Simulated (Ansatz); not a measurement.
Basis-set extrapolation for CH$_{5}$AlClN (PBE0-D4/def2-TZVP geometry, frozen core, Ansatz). Multiplicity 1, RHF reference.

```json
{"": "HF", "def2-TZVPP": "-796.778695", "def2-QZVPP": "-796.803159"}
{"": "MP2 correlation", "def2-TZVPP": "-0.658114", "def2-QZVPP": "-0.710511"}
{"": "CCSD(T) correlation", "def2-TZVPP": "-0.729521", "def2-QZVPP": "not run"}
```

Energies in hartree. Use E(X) = E(∞) + A·exp(−7.88·√X) for Hartree–Fock and E(X) = E(∞) + B·X^(−2.97) for correlation, with X = 3 and 4, and add CCSD(T) minus MP2 of the smaller set to the MP2 limit.

**Question.** What is the CCSD(T) energy at the basis-set limit?

**Answer.** HF limit: -796.803159 + (-0.024464) × 0.13774 = -796.80653. MP2 limit: -0.710511 + (-0.052397) × 0.74074 = -0.74932. Higher-order term: -0.729521 − (-0.658114) = -0.07141. Total: -797.62726 hartree, 312.5 kJ/mol below CCSD(T)/def2-TZVPP.
